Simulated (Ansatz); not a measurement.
Calculated with Ansatz (gas phase, PBE0-D4/def2-TZVP geometries, no zero-point term in ΔE). CCSD(T)/CBS adds triple-zeta CCSD(T) − MP2 to the extrapolated MP2 energy (def2 sets, frozen cores). This one scheme is used for every species. Functionals use def2-TZVPP. B3LYP here is the variant with VWN-RPA as its local correlation; programs differ in this. HSE06 is defined as in plane-wave codes. One conformer a species, not always the lowest.

Consider the silylene loss: `O[SiH]([SiH3])[AlH][Cl]` → `O[SiH2][AlH][Cl]` + `[SiH2]`.

```json
{"level": "LDA (SPW92)", "ΔE (kJ/mol)": "279.1", "difference from CCSD(T)/CBS": "39.8"}
{"level": "PBE-D4", "ΔE (kJ/mol)": "256.1", "difference from CCSD(T)/CBS": "16.8"}
{"level": "revPBE-D4", "ΔE (kJ/mol)": "249.5", "difference from CCSD(T)/CBS": "10.2"}
{"level": "r2SCAN-D4", "ΔE (kJ/mol)": "264.5", "difference from CCSD(T)/CBS": "25.2"}
{"level": "B97M-V", "ΔE (kJ/mol)": "241.7", "difference from CCSD(T)/CBS": "2.4"}
{"level": "B3LYP-D4", "ΔE (kJ/mol)": "237.1", "difference from CCSD(T)/CBS": "-2.2"}
{"level": "r2SCANh-D4", "ΔE (kJ/mol)": "264.3", "difference from CCSD(T)/CBS": "25.0"}
{"level": "r2SCAN0-D4", "ΔE (kJ/mol)": "264.1", "difference from CCSD(T)/CBS": "24.8"}
{"level": "HSE06-D4", "ΔE (kJ/mol)": "260.3", "difference from CCSD(T)/CBS": "21.0"}
{"level": "BHLYP-D4", "ΔE (kJ/mol)": "242.6", "difference from CCSD(T)/CBS": "3.3"}
{"level": "CAM-B3LYP-D4", "ΔE (kJ/mol)": "240.1", "difference from CCSD(T)/CBS": "0.8"}
{"level": "ωB97X-V", "ΔE (kJ/mol)": "249.9", "difference from CCSD(T)/CBS": "10.6"}
{"level": "ωB97M-V", "ΔE (kJ/mol)": "231.3", "difference from CCSD(T)/CBS": "-8.0"}
{"level": "B2PLYP", "ΔE (kJ/mol)": "232.3", "difference from CCSD(T)/CBS": "-7.0"}
{"level": "PBE-QIDH", "ΔE (kJ/mol)": "257.4", "difference from CCSD(T)/CBS": "18.1"}
{"level": "revPBE", "ΔE (kJ/mol)": "232.9", "difference from CCSD(T)/CBS": "-6.4"}
{"level": "BLYP", "ΔE (kJ/mol)": "212.7", "difference from CCSD(T)/CBS": "-26.6"}
{"level": "PBE0", "ΔE (kJ/mol)": "252.7", "difference from CCSD(T)/CBS": "13.4"}
{"level": "B3LYP", "ΔE (kJ/mol)": "223.3", "difference from CCSD(T)/CBS": "-16.0"}
{"level": "r2SCANh", "ΔE (kJ/mol)": "261.7", "difference from CCSD(T)/CBS": "22.4"}
{"level": "r2SCAN0", "ΔE (kJ/mol)": "261.2", "difference from CCSD(T)/CBS": "21.9"}
{"level": "HSE06", "ΔE (kJ/mol)": "252.8", "difference from CCSD(T)/CBS": "13.5"}
{"level": "BHLYP", "ΔE (kJ/mol)": "229.6", "difference from CCSD(T)/CBS": "-9.7"}
{"level": "CAM-B3LYP", "ΔE (kJ/mol)": "231.9", "difference from CCSD(T)/CBS": "-7.4"}
{"level": "RPA@PBE/def2-TZVPP", "ΔE (kJ/mol)": "212.4", "difference from CCSD(T)/CBS": "-26.9"}
{"level": "HF/def2-SVP", "ΔE (kJ/mol)": "207.7", "difference from CCSD(T)/CBS": "-31.6"}
{"level": "MP2/def2-SVP", "ΔE (kJ/mol)": "239.1", "difference from CCSD(T)/CBS": "-0.2"}
{"level": "CCSD/def2-SVP", "ΔE (kJ/mol)": "217.9", "difference from CCSD(T)/CBS": "-21.4"}
{"level": "CCSD(T)/def2-SVP", "ΔE (kJ/mol)": "222.5", "difference from CCSD(T)/CBS": "-16.8"}
{"level": "HF/def2-TZVPP", "ΔE (kJ/mol)": "209.8", "difference from CCSD(T)/CBS": "-29.5"}
{"level": "MP2/def2-TZVPP", "ΔE (kJ/mol)": "246.8", "difference from CCSD(T)/CBS": "7.5"}
{"level": "SCS-MP2/def2-TZVPP", "ΔE (kJ/mol)": "233.2", "difference from CCSD(T)/CBS": "-6.1"}
{"level": "CCSD/def2-TZVPP", "ΔE (kJ/mol)": "226.1", "difference from CCSD(T)/CBS": "-13.2"}
{"level": "CCSD(T)/def2-TZVPP", "ΔE (kJ/mol)": "232.1", "difference from CCSD(T)/CBS": "-7.2"}
{"level": "HF/def2-QZVPP", "ΔE (kJ/mol)": "209.9", "difference from CCSD(T)/CBS": "-29.4"}
{"level": "MP2/def2-QZVPP", "ΔE (kJ/mol)": "251.0", "difference from CCSD(T)/CBS": "11.7"}
{"level": "SCS-MP2/def2-QZVPP", "ΔE (kJ/mol)": "237.6", "difference from CCSD(T)/CBS": "-1.7"}
{"level": "HF/CBS(def2)", "ΔE (kJ/mol)": "209.9", "difference from CCSD(T)/CBS": "-29.4"}
{"level": "MP2/CBS(def2)", "ΔE (kJ/mol)": "254.0", "difference from CCSD(T)/CBS": "14.7"}
{"level": "CCSD/CBS(def2)", "ΔE (kJ/mol)": "233.3", "difference from CCSD(T)/CBS": "-6.0"}
{"level": "CCSD(T)/CBS", "ΔE (kJ/mol)": "239.3", "difference from CCSD(T)/CBS": "0"}
```

Largest T1 diagnostic among the species: 0.014.

At CCSD(T), def2-SVP lies −16.8 kJ/mol from the extrapolated value and def2-TZVPP −7.2 kJ/mol. In def2-TZVPP, CCSD(T) changes the Hartree–Fock value by +22.4 kJ/mol (the triples alone add +6.1 kJ/mol) and MP2 by +37.0 kJ/mol.
